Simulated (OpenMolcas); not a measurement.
**Ionisation energies of lead**

- Program: OpenMolcas
- Basis: ANO-R2 [8s7p5d3f1g]
- Scalar Hamiltonian: X2C, finite nucleus
- Spin-orbit coupling: state interaction with AMFI integrals over the reference wave functions, term energies averaged over their components

Active shells in each charge state: the valence s, p shells, with orbitals averaged over the low states. Where CASPT2's correlated closed shells are named, they are those of the first ion.

A. CASSCF
B. SS-CASPT2, IPEA 0.25 Eh, imaginary shift 0.1 Eh (closed shells correlated: 4f 5s 5p 5d)

Energies in eV between the lowest computed levels (charge -1 gives the electron affinity), named as in B; reference values from the NIST Atomic Spectra Database with their kind.

| From | To | A | B | Spin-orbit share in B | Reference |
| --- | --- | --- | --- | --- | --- |
| Pb- 6s² 6p³ ⁴S°_3/2 | Pb 6s² 6p² ³P₀ | -0.427 | 0.072 | -0.974 |  |
| Pb 6s² 6p² ³P₀ | Pb+ 6s² 6p ²P°_1/2 | 6.578 | 7.194 | +0.212 | 7.417 (measured) |
| Pb+ 6s² 6p ²P°_1/2 | Pb2+ 6s² ¹S₀ | 13.868 | 14.800 | +1.025 | 15.032 (measured) |
| Pb2+ 6s² ¹S₀ | Pb3+ 6s ²S_1/2 | 30.536 | 31.800 | +0.000 | 31.937 (measured) |
| Pb3+ 6s ²S_1/2 | Pb4+ 5d¹⁰ ¹S₀ | 40.483 | 42.255 | +0.000 | 42.333 (measured) |

Error against the reference values, in %:

```tsv
From	Reference	A	B
Pb	measured	-11.3	-3.0
Pb+	measured	-7.7	-1.5
Pb2+	measured	-4.4	-0.4
Pb3+	measured	-4.4	-0.2
```

Mean absolute error over the 4 measured values: A 1.31 eV, B 0.17 eV. B lies closest.

No diffuse functions were added, so the electron affinity comes out too small, and without dynamic correlation a bound anion can come out unbound.

° marks odd parity.
